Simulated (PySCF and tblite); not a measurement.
2 diastereomers of C₆H₈N₂, numbered alike:

```tsv
isomer	SMILES	descriptors (one enantiomer)
A	[CH3:1][C@H:2]([C:3]#[N:4])[C@H:5]([CH3:6])[C:7]#[N:8]	2S, 5S
B	[CH3:1][C@@H:2]([C:3]#[N:4])[C@H:5]([CH3:6])[C:7]#[N:8]	2R, 5S
```

Protocol: conformer search, at most 7 conformers an isomer, GFN2-xTB geometries, energies PBE0/pcSseg-1 (D3(BJ) added where defined), GIAO shieldings PBE0/pcSseg-1, weights at 298.15 K with GFN2-xTB thermal terms. Programs: PySCF with density fitting and tblite.

**Question.** What shifts does each isomer give (ppm)?

**Answer.** 
A: ¹H (against TMS): 2.68 (H2/H5, 2H), 1.53 (H1/H6, 6H). ¹³C (against TMS): 124.7 (C3/C7), 29.9 (C2/C5), 17.0 (C1/C6). ¹⁵N (against NH3): 305.1 (N4/N8).

B: ¹H (against TMS): 2.36 (H2/H5, 2H), 1.61 (H1/H6, 6H). ¹³C (against TMS): 125.0 (C3/C7), 31.4 (C2/C5), 20.2 (C1/C6). ¹⁵N (against NH3): 305.1 (N4/N8).

**Question.** Which carbons tell the isomers apart best?

**Answer.** C1: 17.0 in A, 20.2 in B ppm.

Unscaled ¹⁵N shifts at such levels can be off by tens of ppm; differences between conformers or isomers are more reliable. Shifts are unscaled: against experiment ¹³C can be off by 15 ppm or more and ¹H by 0.8 ppm.


¹⁵N shifts are against a computed isolated NH3 molecule, about 20 ppm from the liquid.